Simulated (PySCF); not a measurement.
HB₂O₂ (SMILES O=BB=[OH+]), charge +1, singlet, geometry from GFN2-xTB. Base run: SVWN5/3-21G run with PySCF.

Input for PySCF:
```python
from pyscf import gto, scf, dft

mol = gto.Mole()
mol.atom = '''
    O    -0.000000   -0.000000   -2.108768
    B    -0.000000   -0.000000   -0.930820
    B     0.000000    0.000000    0.700467
    O     0.000000    0.000000    1.894895
    H     0.000000    0.000000    2.862752
'''
mol.basis = '3-21g'
mol.charge = 1
mol.spin = 0
mol.verbose = 4
mol.build()

mf = dft.RKS(mol)
mf.xc = 'lda,vwn'
mf.kernel()
mf.analyze()
```

Each row names what was changed in the base input (with any setting that the change needs).

```csv
change,ΔE vs base (mEh),fitting functions
base,0.000,-
auxbasis = cc-pvdz-jkfit,-0.135,303
auxbasis = def2-universal-jkfit,-0.156,322
auxbasis = default (with mf = mf.density_fit()),-0.156,322
auxbasis = def2-tzvp-ri,-0.130,319
auxbasis = def2-svp-ri,…,…
auxbasis = even-tempered beta=1.6,-0.172,340
auxbasis = cc-pvtz-jkfit,-0.114,346
auxbasis = autoaux,…,…
auxbasis = even-tempered beta=3.0,…,…
```

Q: Fill in the missing entries.

A: 
- auxbasis = def2-svp-ri, ΔE vs base (mEh): -12.977
- auxbasis = def2-svp-ri, fitting functions: 206
- auxbasis = autoaux, ΔE vs base (mEh): -0.250
- auxbasis = autoaux, fitting functions: 309
- auxbasis = even-tempered beta=3.0, ΔE vs base (mEh): -0.733
- auxbasis = even-tempered beta=3.0, fitting functions: 152

A fitting set is made for a task (jfit for Coulomb, jkfit for Coulomb and exchange, ri for correlation) and for a family of orbital bases.
